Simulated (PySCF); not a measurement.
H3AlO3, singlet, geometry from GFN2-xTB (such geometries of metal compounds can be far from the true shape); HF/6-31G* (PySCF).

Here is a job for PySCF.
```python
from pyscf import gto, scf

mol = gto.M(
    atom='''
Al   -0.000000   -0.000000   -0.000000
O    -1.085972   -1.252179    0.078153
H    -1.933250   -1.437980   -0.301823
O    -0.334242    1.331109   -0.932644
H     0.106985    2.144434   -1.134150
O     1.420214   -0.078930    0.854492
H     1.826265   -0.706455    1.435973
''',
    basis='6-31g*',
    charge=0,
    spin=0,
    verbose=4,
)

mf = scf.RHF(mol)
mf.kernel()
```

### Question
What does PySCF print? Leave out banner, timings and long lists.

### Answer

```
PySCF version 2.14.0

[INPUT] verbose = 4
[INPUT] num. atoms = 7
[INPUT] num. electrons = 40
[INPUT] charge = 0
[INPUT] spin (= nelec alpha-beta = 2S) = 0
[INPUT] symmetry False subgroup None
[INPUT] Mole.unit = angstrom
[INPUT] Symbol           X                Y                Z      unit          X                Y                Z       unit  Magmom
[INPUT]  1 Al     0.000000000000   0.000000000000   0.000000000000 AA    0.000000000000   0.000000000000   0.000000000000 Bohr   0.0
[INPUT]  2 O     -1.085972000000  -1.252179000000   0.078153000000 AA   -2.052189658946  -2.366275368932   0.147687765813 Bohr   0.0
[INPUT]  3 H     -1.933250000000  -1.437980000000  -0.301823000000 AA   -3.653313030315  -2.717388372602  -0.570362808095 Bohr   0.0
[INPUT]  4 O     -0.334242000000   1.331109000000  -0.932644000000 AA   -0.631625839327   2.515431451944  -1.762441731719 Bohr   0.0
[INPUT]  5 H      0.106985000000   2.144434000000  -1.134150000000 AA    0.202172349437   4.052392952206  -2.143232884175 Bohr   0.0
[INPUT]  6 O      1.420214000000  -0.078930000000   0.854492000000 AA    2.683815498273  -0.149156083012   1.614755855632 Bohr   0.0
[INPUT]  7 H      1.826265000000  -0.706455000000   1.435973000000 AA    3.451140680879  -1.335006469330   2.713595692270 Bohr   0.0

nuclear repulsion = 164.378976879851
number of shells = 32
number of NR pGTOs = 144
number of NR cGTOs = 66
basis = 6-31g*
ecp = {}

******** <class 'pyscf.scf.hf.RHF'> ********
method = RHF
initial guess = minao
damping factor = 0
level_shift factor = 0
DIIS = <class 'pyscf.scf.diis.CDIIS'>
diis_start_cycle = 1
diis_space = 8
diis_damp = 0
SCF conv_tol = 1e-09
SCF conv_tol_grad = None
SCF max_cycles = 50
direct_scf = True
direct_scf_tol = 1e-13
Set gradient conv threshold to 3.16228e-05
Initial guess from minao.
init E= -468.446396974912
  HOMO = -0.509350697823242  LUMO = -0.0451483470589884  gap/eV = 12.63159
cycle= 1 E= -468.254597549422  delta_E= 0.192  |g|= 0.817  |ddm|= 2.29
  HOMO = -0.395431500483635  LUMO = 0.125858279118975  gap/eV = 14.18502
cycle= 2 E= -468.345695891612  delta_E= -0.0911  |g|= 0.466  |ddm|= 0.735
  HOMO = -0.48929388741626  LUMO = 0.110061958313963  gap/eV = 16.30930
cycle= 3 E= -468.385355558427  delta_E= -0.0397  |g|= 0.0431  |ddm|= 0.28
  HOMO = -0.482430528618142  LUMO = 0.111778326281017  gap/eV = 16.16925
cycle= 4 E= -468.386000509101  delta_E= -0.000645  |g|= 0.00678  |ddm|= 0.0511
  HOMO = -0.481994719983467  LUMO = 0.111881539257353  gap/eV = 16.16020
cycle= 5 E= -468.386028943637  delta_E= -2.84e-05  |g|= 0.00177  |ddm|= 0.0117
  HOMO = -0.482074726031968  LUMO = 0.111655554623304  gap/eV = 16.15622
cycle= 6 E= -468.386031194797  delta_E= -2.25e-06  |g|= 0.000411  |ddm|= 0.00354
  HOMO = -0.482033981539415  LUMO = 0.111671625633142  gap/eV = 16.15555
cycle= 7 E= -468.386031315633  delta_E= -1.21e-07  |g|= 0.000104  |ddm|= 0.000821
  HOMO = -0.482029415590113  LUMO = 0.111663695238374  gap/eV = 16.15521
cycle= 8 E= -468.38603132312  delta_E= -7.49e-09  |g|= 1.76e-05  |ddm|= 0.000227
  HOMO = -0.48202557162253  LUMO = 0.111664613620145  gap/eV = 16.15513
cycle= 9 E= -468.386031323306  delta_E= -1.87e-10  |g|= 2.41e-06  |ddm|= 4.29e-05
  HOMO = -0.482025375121588  LUMO = 0.111664734639329  gap/eV = 16.15513
Extra cycle  E= -468.386031323309  delta_E= -2.84e-12  |g|= 9.48e-07  |ddm|= 3.24e-06
converged SCF energy = -468.386031323309
```
